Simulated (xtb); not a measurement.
GeI$_{2}$, singlet, geometry from GFN2-xTB; GFN2-xTB in xtb.

Input for xtb:
```
$ xtb mol.xyz --gfn 2 --acc 0.0001 --json

# file mol.xyz
3

Ge     0.00153259    -0.00969248     1.22657057
I      1.01567043    -1.73555606    -0.38529276
I     -1.01659577     1.74140812    -0.35527815
```

What the program printed (banner, timings and long lists left out):

```
   ID    Z sym.   atoms
    1   32 Ge     1
    2   53 I      2, 3

           -------------------------------------------------
          |                Calculation Setup                |
           -------------------------------------------------

           -------------------------------------------------
          |                 G F N 2 - x T B                 |
           -------------------------------------------------

          ...................................................
          :                      SETUP                      :
          :.................................................:
          :  # basis functions                  30          :
          :  # atomic orbitals                  27          :
          :  # shells                            9          :
          :  # electrons                        18          :
          :  max. iterations                   250          :
          :  Hamiltonian                  GFN2-xTB          :
          :  restarted?                      false          :
          :  GBSA solvation                  false          :
          :  PC potential                    false          :
          :  electronic temp.          300.0000000     K    :
          :  accuracy                    0.0001000          :
          :  -> integral cutoff          0.6500000E+02      :
          :  -> integral neglect         0.1000000E-11      :
          :  -> SCF convergence          0.1000000E-09 Eh   :
          :  -> wf. convergence          0.1000000E-07 e    :
          :  Broyden damping             0.4000000          :
          :  net charge                          0          :
          :  unpaired electrons                  0          :
          ...................................................

 iter      E             dE          RMSdq      gap      omega  full diag
   1     -8.9014330 -0.890143E+01  0.325E+01    1.01       0.0  T
   2     -8.4974035  0.404029E+00  0.347E+01    4.85       1.0  T
   3     -9.6804362 -0.118303E+01  0.105E+01    3.31       1.0  T
   4     -9.6875551 -0.711897E-02  0.108E+01    3.24       1.0  T
   5     -9.7006046 -0.130495E-01  0.377E+00    3.21       1.0  T
   6     -9.6983099  0.229474E-02  0.222E+00    3.34       1.0  T
   7     -9.7000595 -0.174965E-02  0.156E+00    3.07       1.0  T
   8     -9.7024570 -0.239749E-02  0.668E-01    3.18       1.0  T
   9     -9.7030015 -0.544500E-03  0.225E-01    3.24       1.0  T
[...]
         :: total energy              -9.695886195159 Eh    ::
[...]
        17                          0.0142788               0.3885
        18                          0.0217408               0.5916
        19                          0.0248432               0.6760
        20                          0.0265567               0.7226
       ...                                ...                  ...
        27                          1.2316955              33.5161
      -------------------------------------------------------------
                  HL-Gap            0.1185450 Eh            3.2258 eV
             Fermi-level           -0.3592034 Eh           -9.7744 eV

     #   Z          covCN         q      C6AA      α(0)
     1  32 Ge       1.747     0.365   246.857    32.841
     2  53 I        0.935    -0.182   385.487    33.893
     3  53 I        0.935    -0.182   385.487    33.893

 Mol. C6AA /au·bohr⁶  :       3002.623886
 Mol. C8AA /au·bohr⁸  :     276005.531416
 Mol. α(0) /au        :        100.627568

Wiberg/Mayer (AO) data.
largest (>0.10) Wiberg bond orders for each atom

 ---------------------------------------------------------------------------
     #   Z sym  total        # sym  WBO       # sym  WBO       # sym  WBO
 ---------------------------------------------------------------------------
     1  32 Ge   2.593 --     3 I    1.296     2 I    1.296
     2  53 I    1.312 --     1 Ge   1.296
     3  53 I    1.312 --     1 Ge   1.296
 ---------------------------------------------------------------------------

Topologies differ in total number of bonds
Writing topology from bond orders to xtbtopo.mol

molecular dipole:
                 x           y           z       tot (Debye)
 q only:        0.001      -0.009       1.101
   full:        0.003      -0.022       2.780       7.065
molecular quadrupole (traceless):
                xx          xy          yy          xz          yz          zz
 q only:       -0.267       3.453      -4.156       0.033      -0.072       4.423
  q+dip:        1.066      11.928     -12.369       0.107      -0.202      11.304
   full:        2.596      13.453     -12.558       0.116      -0.195       9.962

           -------------------------------------------------
          | TOTAL ENERGY               -9.695886195159 Eh   |
          | GRADIENT NORM               0.000005728058 Eh/α |
          | HOMO-LUMO GAP               3.225772844686 eV   |
           -------------------------------------------------

normal termination of xtb
```
